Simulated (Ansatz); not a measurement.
Reaction (SMILES): [Si]Cl (Si-Cl) → Cl atom + Si atom
B3LYP-D3(BJ)/def2-TZVP geometries, fixed; electronic energies without zero-point terms.
Largest species:
```
Si
Cl 1 2.0838
```
Charge 0, spin multiplicity 2.

Basis-set convergence of the atomisation energy at HF with Ansatz (a program for electronic structure). Cartesian d functions, on some or all atoms, in 6-311G**, 6-311+G**; all else is spherical. Open shells are unrestricted. No added dispersion term, no relativity. Functions are those of the species that has most. Reference: the value in pcseg-4, 71.31 kcal/mol, itself unsure by roughly 0.07 kcal/mol (its mean distance from aug-pcseg-3, aug-cc-pV(Q+d)Z, cc-pV(5+d)Z). Deviations are taken from unrounded values.

```tsv
basis	functions	atomisation energy (kcal/mol)
def2-SVP	36	67.19
def2-SVPD	51	68.59
pcseg-1	36	65.65
aug-pcseg-1	54	67.90
cc-pV(D+d)Z	46	67.30
aug-cc-pV(D+d)Z	64	68.78
6-311G**	54	65.26
6-311+G**	62	65.83
pcseg-2	68	69.30
aug-pcseg-2	100	70.96
def2-TZVP	74	70.70
def2-TZVPD	89	70.94
cc-pV(T+d)Z	78	70.90
aug-cc-pV(T+d)Z	110	70.98
def2-TZVPP	84	70.78
def2-TZVPPD	99	71.01
cc-pV(Q+d)Z	128	71.14
aug-cc-pV(Q+d)Z	178	71.22
pcseg-3	128	71.18
aug-pcseg-3	178	71.26
def2-QZVPP	140	71.17
def2-QZVPPD	155	71.20
```

What the diffuse functions change, pair by pair:
- def2-SVP to def2-SVPD: 15 more functions, deviation -4.13 to -2.72 kcal/mol
- pcseg-1 to aug-pcseg-1: 18 more functions, deviation -5.66 to -3.42 kcal/mol
- cc-pV(D+d)Z to aug-cc-pV(D+d)Z: 18 more functions, deviation -4.01 to -2.53 kcal/mol
- 6-311G** to 6-311+G**: 8 more functions, deviation -6.06 to -5.48 kcal/mol
- pcseg-2 to aug-pcseg-2: 32 more functions, deviation -2.02 to -0.35 kcal/mol
- def2-TZVP to def2-TZVPD: 15 more functions, deviation -0.61 to -0.37 kcal/mol
- cc-pV(T+d)Z to aug-cc-pV(T+d)Z: 32 more functions, deviation -0.42 to -0.33 kcal/mol
- def2-TZVPP to def2-TZVPPD: 15 more functions, deviation -0.53 to -0.30 kcal/mol
- cc-pV(Q+d)Z to aug-cc-pV(Q+d)Z: 50 more functions, deviation -0.17 to -0.10 kcal/mol
- pcseg-3 to aug-pcseg-3: 50 more functions, deviation -0.13 to -0.05 kcal/mol
- def2-QZVPP to def2-QZVPPD: 15 more functions, deviation -0.15 to -0.11 kcal/mol

They bring the value nearer the reference by more than 0.07 kcal/mol in 10 of 11 pairs.
